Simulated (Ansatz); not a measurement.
AlCl2F (SMILES [F][Al]([Cl])[Cl]): entropy by statistical mechanics

A singlet with charge 0, relaxed at PBE0-D4/def2-TZVP (Ansatz 0.2.0):

```xyz
4

F     0.0874    0.3882    1.6823
Al    0.0048    0.0215    0.0936
Cl    1.2230   -1.4637   -0.6634
Cl   -1.3153    1.0539   -1.1125
```

Harmonic wavenumbers in cm⁻¹: 149, 203, 233, 439, 638, 892.

Masses in u: F 18.998, Al 26.982, Cl 35.45. Take T = 298.15 K, p = 1 bar, R = 8.3145 J/(mol K), kT/hc = 207.22 cm⁻¹, rigid rotor and harmonic oscillator.

Question: Work out S° at 298 K.

Answer: 
1. Translation (Sackur–Tetrode): S = R[3/2 ln M + 5/2 ln T − 1.1517] with M = 116.88 gives 168.2 J/(mol K).
2. Rotation: principal moments 108.731, 230.123, 338.854 u Å² give A, B, C = 0.155, 0.0733, 0.0497 cm⁻¹; the symmetry number is σ = 2; q = (√π/σ)√((kT/hc)³/ABC) = 111249; S = R(ln q + 3/2) = 109.1.
3. Vibration: with u = ν̃/207.22, each mode gives R[u/(eᵘ − 1) − ln(1 − e⁻ᵘ)]; the sum is 33.5, most from 149 cm⁻¹ (11.2), 203 cm⁻¹ (8.8), 233 cm⁻¹ (7.8).
4. Electronic: R ln 1 = 0.0, from the spin multiplicity alone.
5. Sum: 168.2 + 109.1 + 33.5 + 0.0 = 310.8 J/(mol K).

No measured value is set beside it here.
